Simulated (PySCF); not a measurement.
PW91 on I (iodine, neutral), [Kr] 4d10 5s2 5p4 5d1, one real determinant (an excited configuration). All numbers are calculated (PySCF 2.14, the non-relativistic Hamiltonian (point nucleus), in dyall-av2z (22s16p12d, 130 functions)).

```
cycle= 1 E= -6920.64824041469  delta_E= -0.0319  |g|= 0.0558  |ddm|= 0.331
cycle= 2 E= -6920.64833149353  delta_E= -9.11e-05  |g|= 0.0641  |ddm|= 0.119
cycle= 3 E= -6920.64888134407  delta_E= -0.00055  |g|= 0.00392  |ddm|= 0.0478
cycle= 4 E= -6920.64888604938  delta_E= -4.71e-06  |g|= 0.00107  |ddm|= 0.0083
cycle= 5 E= -6920.64888635793  delta_E= -3.09e-07  |g|= 1.61e-05  |ddm|= 0.00156
cycle= 6 E= -6920.64888635804  delta_E= -1.08e-10  |g|= 2.32e-06  |ddm|= 3.67e-05
converged SCF energy = -6920.64888635804  <S^2> = 3.7522261  2S+1 = 4.0011129
```

Highest occupied orbital energy: 1.206 eV; ⟨L²⟩ = 8.01; populations by l: s 10.00, p 22.00, d 21.00.

(1) Can this result be used?

## Answers

(1) Not for this state. Self-consistency was reached. ⟨L²⟩ = 8.01 against 12 for a pure F term, so this real determinant mixes terms. A non-relativistic calculation at this Z misses sizeable relativistic shifts. The outer electron is Rydberg-like, and this basis confines it to a smaller radius and binds it less than a complete one would. At PW91 the highest occupied level has a positive energy, so only the finite basis holds that electron; for this excited configuration the basis is too tight for the outer shell.
